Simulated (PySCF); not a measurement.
Compound: C₄H₄ClPS.
Numbering: `[CH3:1][c:2]1[cH:3][p:4][c:5]([Cl:6])[s:7]1`

Probes without a nucleus sit at each ring's centroid and 1 Å off its mean plane on both sides; NICS is minus the shielding there, NICSzz its component along the normal. Level: GIAO PBE0/pcSseg-1 (PySCF, non-relativistic, gas phase) on the GFN2-xTB geometry, one conformer.

Ring bond lengths (Å), with Mayer bond orders in brackets: C2–C3 1.353 (1.63), C3–P4 1.767 (1.12), P4–C5 1.714 (1.39), C5–S7 1.733 (1.09), S7–C2 1.735 (1.13).

What do the NICS probes read (ppm)?

```json
{"ring": "C2–C3–P4–C5–S7", "type": "5-membered ring with P and S; formal bonds all aromatic", "NICS(0)": "-10.1", "NICS(1), two faces": "-9.7 / -9.7", "NICS(1)zz, two faces": "-19.9 / -19.9", "rms pucker (Å)": "0.00", "centre to ring atoms, mean (Å)": "1.40"}
```

What do they say, and how far can they be read as aromaticity?

- C2–C3–P4–C5–S7: mean NICS(1)zz -19.9 ppm, shielded.

And the bond-length index? Use HOMA with the parameters of Krygowski (1993).

- C2–C3–P4–C5–S7: HOMA 0.70; the largest term is that of C3–P4, α(R − Ropt)² = 0.56.

At the first NICS(1) probe listed for ring C2–C3–P4–C5–S7, 1 Å off the ring, what do the in-plane components average?

The isotropic value is a third of the trace: (3 × -9.7 − (-19.9))/2 = -4.6 ppm.

Give the inner angles of the rings and the Hirshfeld charges of the ring atoms.

- C2–C3–P4–C5–S7: C2 115.6° (-0.012 e), C3 119.3° (-0.135 e), P4 91.9° (+0.055 e), C5 118.8° (-0.084 e), S7 94.3° (+0.113 e); sum 540.0° against 540° for a flat convex ring.

What are the shieldings of the ring atoms and their hydrogens in the same run (means over atoms taken as equivalent)?

| atoms | environment | σ isotropic (ppm) | principal values of the symmetric part, first atom (ppm) |
| --- | --- | --- | --- |
| C2 | substituted aromatic carbon | 26.5 | -54.5, 22.8, 111.2 |
| C3 | aromatic CH carbon | 39.8 | -51.0, 44.5, 125.7 |
| P4 | phosphorus bonded to 2 C | 87.9 | -195.3, 120.7, 338.2 |
| C5 | aromatic C–Cl carbon | -4.0 | -152.8, 53.3, 87.5 |
| S7 | thiophene-type sulfur | 146.0 | -22.8, 187.0, 273.7 |
| H on C3 | aromatic hydrogen | 24.25 | 22.1, 24.2, 26.5 |
